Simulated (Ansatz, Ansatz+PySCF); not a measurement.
```yaml
atoms:
  - { symbol: N, position_ang: [0.0000, 0.0000, 0.5046] }
  - { symbol: F, position_ang: [1.3147, 0.0000, -0.1308] }
  - { symbol: F, position_ang: [-0.6574, 1.1386, -0.1308] }
  - { symbol: F, position_ang: [-0.6574, -1.1386, -0.1308] }
```

Basis set: def2-SVP (spherical functions). Frozen core: 4 orbitals. Charge 0, multiplicity 1.

Computed with Ansatz (development build ahead of 0.2.0); each method stands on the lowest determinant of its kind that the runs found. Restricted open shells among the atoms or ions are ROHF, correlated in semicanonical orbitals with singles.

Task: Give the atomization energy at this shape (free ground-state atoms in the same class of orbitals less the molecule, no zero-point energy) of singlet NF3 by RHF-CCSD(T), RHF-CCSD, RHF-MP2, RHF, UHF.

Result:

```json
{"method": "RHF-CCSD(T)", "atomization energy": "7.13 eV"}
{"method": "RHF-CCSD", "atomization energy": "6.61 eV"}
{"method": "RHF-MP2", "atomization energy": "7.63 eV"}
{"method": "RHF", "atomization energy": "0.66 eV"}
{"method": "UHF", "atomization energy": "0.27 eV"}
```

Caution: the shape is not the minimum.
